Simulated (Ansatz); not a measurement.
NiI2(H2O)2 (NiI₂O₂H₄). The state is a triplet with charge 0. Geometry relaxed at PBE-D4/def2-SVP.

```xyz
9

Ni   -0.0254   -0.1022   -0.1358
I     0.8133   -1.3908    1.8904
I    -0.5750    2.3349   -0.6157
O    -1.9754   -0.6386    0.1442
H    -2.4638    0.2127    0.2055
H    -2.0024   -1.0338    1.0442
O     1.8090   -0.0177   -1.0282
H     2.4430   -0.3051   -0.3339
H     1.9767    0.9406   -1.1708
```

In the def2 sets I takes a core potential; there is no spin–orbit coupling.

(1) Estimate the harmonic wavenumbers at UKS PBE-D4/def2-SVP (Ansatz, unscaled). Is this a minimum?

Answers

(1) 35, 95, 101, 109, 125, 153, 230, 252, 263, 322, 382, 493, 524, 576, 622, 1533, 1535, 3549, 3554, 3648, 3654 cm⁻¹. Yes, no mode is imaginary beyond noise. Zero-point energy 130.1 kJ/mol. Hardware: 4 threads of Intel Xeon Platinum 8488C on a shared host. Wall time 2 min.
